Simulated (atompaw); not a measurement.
# u(r) = r·R(r): atom against pseudo-atom (Si)

Columns: radius, all-electron u(r) and pseudo u(r) of the 3s shell (level -12.67 eV) of silicon in the configuration [Ne] 3s2 3p1.75; PBEsol, scalar-relativistic, PAW (atompaw) scheme, atompaw 4.2.0.5.

```json
{"r (bohr)": "0.106", "all-electron": "0.1112", "pseudo": "0.0943"}
{"r (bohr)": "0.212", "all-electron": "-0.1598", "pseudo": "0.1871"}
{"r (bohr)": "0.317", "all-electron": "-0.3187", "pseudo": "0.2763"}
{"r (bohr)": "0.423", "all-electron": "-0.3344", "pseudo": "0.3622"}
{"r (bohr)": "0.529", "all-electron": "-0.2524", "pseudo": "0.4426"}
{"r (bohr)": "0.635", "all-electron": "-0.1201", "pseudo": "0.5166"}
{"r (bohr)": "0.740", "all-electron": "0.0285", "pseudo": "0.5826"}
{"r (bohr)": "0.846", "all-electron": "0.1763", "pseudo": "0.6412"}
{"r (bohr)": "0.952", "all-electron": "0.3108", "pseudo": "0.6912"}
{"r (bohr)": "1.058", "all-electron": "0.4268", "pseudo": "0.7322"}
{"r (bohr)": "1.163", "all-electron": "0.5221", "pseudo": "0.7640"}
{"r (bohr)": "1.269", "all-electron": "0.5988", "pseudo": "0.7872"}
{"r (bohr)": "1.375", "all-electron": "0.6573", "pseudo": "0.8018"}
{"r (bohr)": "1.481", "all-electron": "0.6991", "pseudo": "0.8082"}
{"r (bohr)": "1.587", "all-electron": "0.7260", "pseudo": "0.8072"}
{"r (bohr)": "1.692", "all-electron": "0.7398", "pseudo": "0.7994"}
{"r (bohr)": "1.798", "all-electron": "0.7430", "pseudo": "0.7857"}
{"r (bohr)": "1.904", "all-electron": "0.7371", "pseudo": "0.7670"}
{"r (bohr)": "2.010", "all-electron": "0.7239", "pseudo": "0.7440"}
{"r (bohr)": "2.115", "all-electron": "0.7051", "pseudo": "0.7181"}
{"r (bohr)": "2.221", "all-electron": "0.6817", "pseudo": "0.6894"}
{"r (bohr)": "2.327", "all-electron": "0.6549", "pseudo": "0.6591"}
{"r (bohr)": "2.433", "all-electron": "0.6258", "pseudo": "0.6277"}
{"r (bohr)": "2.538", "all-electron": "0.5955", "pseudo": "0.5961"}
{"r (bohr)": "2.644", "all-electron": "0.5640", "pseudo": "0.5641"}
{"r (bohr)": "2.750", "all-electron": "0.5323", "pseudo": "0.5323"}
```

Question: How many radial nodes do the two functions have?

Answer: The all-electron 3s function has n − l − 1 = 2; the pseudo-wave has 0, since the states of the same l below it are removed with the core.

Question: Is the pseudo-wave norm-conserving?

Answer: No, it belongs to a PAW set: the norm inside the radius is not constrained, and the difference is carried by the augmentation charge.
